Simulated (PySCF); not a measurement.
BGeH$_{6}$N (calculated)

All values are calculated (PySCF 2.14.0). Calculation on a computer-drawn molecule: the log of a Hartree-Fock and frozen-core CCSD(T) single point meant for a local Hartree-Fock minimum, with one planted fault or none, to be diagnosed. Offsets are logged minus clean, where the clean run is the same molecule without the fault. The reference is restricted for singlets and unrestricted otherwise, and also for a bond in bohr or an excited solution. Adding or removing an electron swaps singlet and doublet. The excited solution moves the top pair (singlet) or top alpha electron (doublet) to the lowest empty orbital. Highest occupied and lowest empty are orbital energies over both spins, largest force is the largest gradient component, triples share is (T) over the correlation energy, the T1 limit is 0.02 restricted and 0.045 unrestricted, electrons count all cores, a negative frequency is imaginary (commonest isotopes), and the dipole is about the centre of nuclear charge; on germanium a core potential holds 10 electrons, which the energies leave out, and 3d is frozen in MP2 and coupled-cluster steps.

```xyz
9
formula=BGeH6N meant_charge=0 meant_multiplicity=1 meant_basis=cc-pVDZ meant_basis_and_core_potential_on_germanium=cc-pVDZ-PP_ECP10MDF logged_electrons=50 logged_basis_functions=81 logged_SCF_converged=yes logged_spin_squared=0 logged_highest_occupied=-2.5491 logged_lowest_empty=-5.3403 logged_largest_force=0.12589 logged_CC_converged=no logged_dipole_magnitude=4.3503 logged_SCF_stable_within_its_kind=no logged_energy_HF=-375.36811 possible_faults=no_fault,one_electron_removed,one_electron_added,multiplicity_raised_by_two,geometry_at_a_saddle_point,SCF_held_on_an_excited_solution,minimal_basis_STO-3G,one_bond_length_entered_in_bohr,all_coordinates_scaled
B     -1.2215     0.3797    -2.8036
N     -1.4332    -0.7102    -1.9532
Ge    -0.8071    -0.9328    -0.2209
H     -1.6961     0.3762    -3.9101
H     -0.5664     1.3159    -2.4262
H     -1.9862    -1.4642    -2.3171
H      0.1002    -2.1654    -0.1638
H     -0.0383     0.3291     0.1496
H     -1.9971    -1.1489     0.7186
```

Units: logged_highest_occupied, logged_lowest_empty in eV; logged_largest_force in hartree/bohr; logged_dipole_magnitude in debye; logged_energy_HF in hartree.

Drawn bonds:
```tsv
atom	other atom	order
1	2	1
2	3	1
1	4	1
1	5	1
2	6	1
3	7	1
3	8	1
3	9	1
```

Notes: CCSD not converged.

To be estimated
1. BGeH$_{6}$N: planted fault?

Answers
1. SCF held on an excited solution

Further results for BGeH$_{6}$N:

* HF energy offset from clean run: 419.6 kcal/mol
